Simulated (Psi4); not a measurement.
C₃H₂N (SMILES C=[C-]C#N), charge -1, singlet, at a GFN2-xTB geometry (a gas-phase anion, which may not be bound at this level); M06-2X/def2-SV(P) (Psi4).

Input for Psi4:
```
memory 2 GB

molecule mol {
-1 1
  C    -0.120595   -1.695859    0.008662
  C     0.478959   -0.514868    0.006682
  C    -0.036520    0.737111   -0.004464
  H    -1.215760   -1.893473    0.001174
  H     0.461673   -2.623511    0.018494
  N    -0.168140    1.908383   -0.012135
}

set basis def2-sv(p)
set reference rks
set ints_tolerance 1e-8

energy('m06-2x')
print_variables()
```

Predict the main parts of the log of this Psi4 run.


```
   => Loading Basis Set <=

    Name: DEF2-SV(P)
    Role: ORBITAL
    Keyword: BASIS

         ---------------------------------------------------------
                                   SCF
               by Justin Turney, Rob Parrish, Andy Simmonett
                          and Daniel G. A. Smith
                              RKS Reference
         ---------------------------------------------------------

  ==> Geometry <==

    Molecular point group: c1
    Full point group: C1

    Geometry (in Angstrom), charge = -1, multiplicity = 1:

       Center              X                  Y                   Z               Mass
    ------------   -----------------  -----------------  -----------------  -----------------
         C           -0.134967966565    -1.782126145393     0.009037737788    12.000000000000
         C            0.464586033435    -0.601135145393     0.007057737788    12.000000000000
         C           -0.050892966565     0.650843854607    -0.004088262212    12.000000000000
         H           -1.230132966565    -1.979740145393     0.001549737788     1.007825032230
         H            0.447300033435    -2.709778145393     0.018869737788     1.007825032230
         N           -0.182512966565     1.822115854607    -0.011759262212    14.003074004430

  Running in c1 symmetry.

  Rotational constants: A =      3.47550  B =      0.15970  C =      0.15268 [cm^-1]
  Rotational constants: A = 104192.75977  B =   4787.60474  C =   4577.28098 [MHz]
  Nuclear repulsion =   82.946677756401144

  Charge       = -1
  Multiplicity = 1
  Electrons    = 28
  Nalpha       = 14
  Nbeta        = 14

  ==> Algorithm <==

  SCF Algorithm Type is DF.
  DIIS enabled.
  MOM disabled.
  Fractional occupation disabled.
  Guess Type is SAD.
  Energy threshold   = 1.00e-06
  Density threshold  = 1.00e-06
  Integral threshold = 1.00e-08

  ==> Primary Basis <==

  Basis Set: DEF2-SV(P)
    Blend: DEF2-SV(P)
    Number of shells: 28
    Number of basis functions: 60
    Number of Cartesian functions: 64
    Spherical Harmonics?: true
    Max angular momentum: 2

  ==> DFT Potential <==

   => LibXC <=

    Version 7.1.2
    S. Lehtola, C. Steigemann, M. J. T. Oliveira, and M. A. L. Marques,  SoftwareX 7, 1–5 (2018) (10.1016/j.softx.2017.11.002)

   => Composite Functional: M06-2X <=

    Hybrid M06-2X Meta-GGA XC Functional  (10.1007/s00214-007-0310-x)
    Y. Zhao and D. G. Truhlar,  Theor. Chem. Acc., 120, 215, 2008

    Deriv               =              1
    GGA                 =           TRUE
    Meta                =           TRUE

    Exchange Hybrid     =           TRUE
    MP2 Hybrid          =          FALSE

   => Exchange Functionals <=

    1.0000   XC_HYB_MGGA_X_M06_2X

   => Exact (HF) Exchange <=

    0.5400               HF

   => Correlation Functionals <=

    1.0000   XC_MGGA_C_M06_2X

   => LibXC Density Thresholds  <==

    XC_MGGA_C_M06_2X:  1.00E-12
    XC_HYB_MGGA_X_M06_2X:  1.00E-15

   => Molecular Quadrature <=

    Radial Scheme          =       TREUTLER
    Pruning Scheme         =           NONE
    Nuclear Scheme         =       TREUTLER

    Blocking Scheme        =         OCTREE
    BS radius alpha        =              1
    Pruning alpha          =              1
    Radial Points          =             75
    Spherical Points       =            302
    Total Points           =         128964
    Total Blocks           =           1028
    Max Points             =            256
    Max Functions          =             60
    Weights Tolerance      =       1.00E-15

   => Loading Basis Set <=

    Name: (DEF2-SV(P) AUX)
    Role: JKFIT
    Keyword: DF_BASIS_SCF

  ==> Integral Setup <==

  SCF_SUBTYPE=INCORE selected. In-core MEM_DF algorithm will be used.
  Using in-core AOs.

  ==> MemDFJK: Density-Fitted J/K Matrices <==

    J tasked:                   Yes
    K tasked:                   Yes
    wK tasked:                   No
    Algorithm:                 Core
    Schwarz Cutoff:           1E-08
    Mask sparsity (%):       2.2778
    Fitting Condition:        1E-10

   => Auxiliary Basis Set <=

  Basis Set: (DEF2-SV(P) AUX)
    Blend: DEF2-UNIVERSAL-JKFIT
    Number of shells: 112
    Number of basis functions: 338
    Number of Cartesian functions: 400
    Spherical Harmonics?: true
    Max angular momentum: 4

  Minimum eigenvalue in the overlap matrix is 1.2155149675E-03.
  Reciprocal condition number of the overlap matrix is 2.5651097836E-04.
    Using symmetric orthogonalization.

  ==> Pre-Iterations <==

  SCF Guess: Superposition of Atomic Densities via on-the-fly atomic UHF (no occupation information).

   -------------------------
    Irrep   Nso     Nmo
   -------------------------
     A         60      60
   -------------------------
    Total      60      60
   -------------------------

  ==> Iterations <==

                           Total Energy        Delta E     RMS |[F,P]|

   @DF-RKS iter SAD:  -169.14803941960048   -1.69148e+02   0.00000e+00
   @DF-RKS iter   1:  -169.77342954817536   -6.25390e-01   1.01888e-02 ADIIS/DIIS
   @DF-RKS iter   2:  -169.86018220807514   -8.67527e-02   8.56969e-03 ADIIS/DIIS
   @DF-RKS iter   3:  -169.98997791746029   -1.29796e-01   2.24660e-03 ADIIS/DIIS
   @DF-RKS iter   4:  -169.99798589635401   -8.00798e-03   5.73528e-04 ADIIS/DIIS
   @DF-RKS iter   5:  -169.99847486866358   -4.88972e-04   2.27219e-04 ADIIS/DIIS
   @DF-RKS iter   6:  -169.99857184676361   -9.69781e-05   3.79967e-05 DIIS
   @DF-RKS iter   7:  -169.99857421845454   -2.37169e-06   2.18299e-05 DIIS
   @DF-RKS iter   8:  -169.99857521406224   -9.95608e-07   1.68541e-06 DIIS
   @DF-RKS iter   9:  -169.99857522865329   -1.45911e-08   5.04488e-07 DIIS
  Energy and wave function converged.

  ==> Post-Iterations <==

   Electrons on quadrature grid:
      Ntotal   =   28.0000089073 ; deviation = 8.907e-06

    Orbital Energies [Eh]
    ---------------------

    Doubly Occupied:

[...]
    Virtual:

[...]
      60A      3.715287

    Final Occupation by Irrep:
              A
    DOCC [    14 ]
    NA   [    14 ]
    NB   [    14 ]

  @DF-RKS Final Energy:  -169.99857522865329

   => Energetics <=

    Nuclear Repulsion Energy =             82.9466777564011437
    One-Electron Energy =                -398.8731279894516319
    Two-Electron Energy =                 157.5035389925835432
    DFT Exchange-Correlation Energy =     -11.5756639881863457
    Empirical Dispersion Energy =           0.0000000000000000
    VV10 Nonlocal Energy =                  0.0000000000000000
    Total Energy =                       -169.9985752286532943

Computation Completed

Properties will be evaluated at   0.000000,   0.000000,   0.000000 [a0]

Properties computed using the SCF density matrix

 Multipole Moments:

 ------------------------------------------------------------------------------------
     Multipole            Electronic (a.u.)      Nuclear  (a.u.)        Total (a.u.)
 ------------------------------------------------------------------------------------

 L = 1.  Multiply by 2.5417464519 to convert [e a0] to [Debye]
 Dipole X            :          0.2969490           -0.7333519           -0.4364029
 Dipole Y            :          3.7686997           -4.4015726           -0.6328730
 Dipole Z            :         -0.0190210            0.0191768            0.0001558
 Magnitude           :                                                    0.7687494

 ------------------------------------------------------------------------------------

  Variable Map:
  ----------------------------------------------------------------------------
[...]
  Array Variable Map:
  ----------------------------------------------------------------------------
[...]
[...]
```
